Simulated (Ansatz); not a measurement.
`C#C[Si](C)(Cl)Cl` + HCl → `C#C[Si](Cl)(Cl)Cl` + CH₄ at 700 K and 1 bar (ligand exchange at the Si–C bond).

Gas-phase electronic energies from Ansatz, PBE0-D4/def2-TZVP geometries. CCSD(T)/CBS adds triple-zeta CCSD(T) − MP2 to the extrapolated MP2 energy (def2 sets, frozen cores). This one scheme is used for every species.

```csv
species,CCSD(T)/CBS energy (Eh),H − E (kJ/mol),S (J/(mol·K))
`C#C[Si](C)(Cl)Cl`,-1325.27391,243.3,505.0
HCl,-460.38127,38.4,211.8
`C#C[Si](Cl)(Cl)Cl`,-1745.22500,138.9,468.7
CH₄,-40.46206,145.9,224.0
```

H − E and S are ideal-gas, rigid-rotor, harmonic terms from PBE0-D4/def2-TZVP. 1 Eh = 2625.50 kJ/mol, R = 8.31446 J/(mol·K).

**Question.** By hand: ΔE, ΔH, ΔS and ΔG.

**Answer.** ΔE = (-1745.22500) + (-40.46206) − (-1325.27391) − (-460.38127) = -0.03188 Eh = -83.7 kJ/mol. Δ(H − E) = 138.9 + 145.9 − 243.3 − 38.4 = 3.1, so ΔH = -80.6 kJ/mol. ΔS = 468.7 + 224.0 − 505.0 − 211.8 = -24.1 J/(mol·K). ΔG = -80.6 − 700 × (-24.1)/1000 = -63.7 kJ/mol.

**Question.** By hand: the equilibrium constant, and the temperature at which ΔG would vanish if ΔH and ΔS stayed fixed.

**Answer.** log₁₀ K = −ΔG/(RT ln 10) = 4.8. ΔG = 0 at ΔH/ΔS = 3344 K, far beyond where these terms or the molecules hold.

ΔH outweighs TΔS. A doubt of 5 kJ/mol in ΔE shifts log₁₀ K by 0.4 here. These are equilibria of isolated gas molecules and say nothing of rates. Largest T1 diagnostic: 0.010 (customary marks: 0.02 for closed shells, 0.045 for open ones).
